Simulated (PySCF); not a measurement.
PySCF 2.14 output of an unrestricted PBE calculation on a single atom or ion in aug-cc-pVQZ, with no relativity, point nucleus:

```
SCF conv_tol = 1e-09
number electrons alpha = 4  beta = 1
    J. P. Perdew, K. Burke, and M. Ernzerhof.,  Phys. Rev. Lett. 77, 3865 (1996)
    J. P. Perdew, K. Burke, and M. Ernzerhof.,  Phys. Rev. Lett. 78, 1396 (1997)
    J. P. Perdew, K. Burke, and M. Ernzerhof.,  Phys. Rev. Lett. 77, 3865 (1996)
    J. P. Perdew, K. Burke, and M. Ernzerhof.,  Phys. Rev. Lett. 78, 1396 (1997)
cycle= 1 E= -24.2036692243149  delta_E= -0.0022  |g|= 0.00571  |ddm|= 0.346
cycle= 2 E= -24.2036755042154  delta_E= -6.28e-06  |g|= 0.000548  |ddm|= 0.0217
cycle= 3 E= -24.2036756272841  delta_E= -1.23e-07  |g|= 6.22e-05  |ddm|= 0.00196
cycle= 4 E= -24.2036756326769  delta_E= -5.39e-09  |g|= 6.27e-06  |ddm|= 0.000376
cycle= 5 E= -24.2036756327495  delta_E= -7.25e-11  |g|= 1.4e-06  |ddm|= 4.98e-05
converged SCF energy = -24.2036756327495  <S^2> = 3.7500055  2S+1 = 4.0000027
```

The run itself started from symmetry-adapted Hartree-Fock orbitals and held the occupation by maximum overlap, on a logarithmic radial grid, so the iterations belong to that start.

Task: Which element, charge and spin multiplicity is this?

Result: B (boron, neutral), multiplicity 4; the state was [He] 2s1 2p1 3d1, one real determinant (an excited configuration).

⟨L²⟩ = 8.00 against 12 for a pure F term, so this real determinant mixes terms. The outer electron is Rydberg-like, and this basis confines it to a smaller radius and binds it less than a complete one would.
